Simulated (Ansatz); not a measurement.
Start from `C[Se][Al]([F])[F]` and change one atom or group to get `[F][Al]([F])[S][AlH2]`.

Ansatz, PBE0-D4/def2-TZVP geometries, multiplicity 1. Each molecule was computed in one conformer, which needn't be the lowest.

Scalar relativity is left out up to krypton.

```
                                          property  `C[Se][Al]([F])[F]`
                HOMO energy (PBE0/def2-TZVPP) / eV                -7.31
           HOMO–LUMO gap (ωB97M-V/def2-TZVPP) / eV                10.05
size of the dipole moment (ωB97M-V/def2-TZVPP) / D                 2.17
               LUMO energy (B3LYP/def2-TZVPP) / eV                -1.32
  size of the dipole moment (B3LYP/def2-TZVPP) / D                 2.28
               HOMO–LUMO gap (PBE/def2-TZVPP) / eV                 4.32
```

**Question.** Give the same properties after the change, and the shifts. (Best estimate.)

**Answer.** The calculation gave: 
```tsv
property	`[F][Al]([F])[S][AlH2]`	shift
HOMO energy (PBE0/def2-TZVPP) / eV	-7.82	-0.51
HOMO–LUMO gap (ωB97M-V/def2-TZVPP) / eV	9.95	-0.10
size of the dipole moment (ωB97M-V/def2-TZVPP) / D	1.18	-0.99
LUMO energy (B3LYP/def2-TZVPP) / eV	-1.95	-0.63
size of the dipole moment (B3LYP/def2-TZVPP) / D	1.06	-1.22
HOMO–LUMO gap (PBE/def2-TZVPP) / eV	4.14	-0.18
```

With PBE0 the HOMO falls by 0.51 eV and the LUMO falls by 0.63 eV, so the gap narrows by about 0.12 eV. PBE moves the HOMO by -0.46 eV and ωB97M-V by -0.51 eV. The zero-point energy changes by -55.9 kJ/mol with -3 modes. Dipoles are sizes alone; their direction can turn.

B3LYP here is the variant with VWN-RPA as its local correlation; programs differ in this.

Spin–orbit coupling is left out; it splits and shifts lone-pair levels of the heavy atoms by tenths of an eV.
